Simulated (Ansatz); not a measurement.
Dissociation curve of GeGa (cation, charge +1), lowest singlet found (which spin is the ground state isn't settled by this scan).

Levels: RCCSDT = Ansatz (a program for electronic structure) with CCSDT on RHF/aug-cc-pVDZ, cores with 3d frozen; FCI = Ansatz with full CI/aug-cc-pVDZ, cores with 3d frozen.

Energies relative to the lowest point of each curve between 2.89 and 3.91 Å, where full CI is lowest, in eV:

```tsv
R / Å	RCCSDT
2.89	0.093
3.03	0.015
3.28	0.000
3.51	0.069
3.91	0.269
4.28	0.472
4.78	0.715
5.38	0.926
6.02	1.062
7.09	1.167
8.22	1.209
```

Question: What does FCI give at the same points?

Answer: 2.89: 0.091; 3.03: 0.014; 3.28: 0.000; 3.51: 0.069; 3.91: 0.267; 4.28: 0.468; 4.78: 0.708; 5.38: 0.914; 6.02: 1.043; 7.09: 1.138; 8.22: 1.176 (eV).

The scan ran from 1.74 to 8.22 Å; beyond the distances shown full CI changes its symmetry label. Also computed but left out beside FCI, since their determinant holds another spin at the minimum (<S²> over 0.7 above the pure value): UHF, UCCSD, UCCSD(T), UKS-BLYP, UKS-B3LYP, UKS-PBE, UKS-B3LYP/6-31G*, UHF/3-21G.
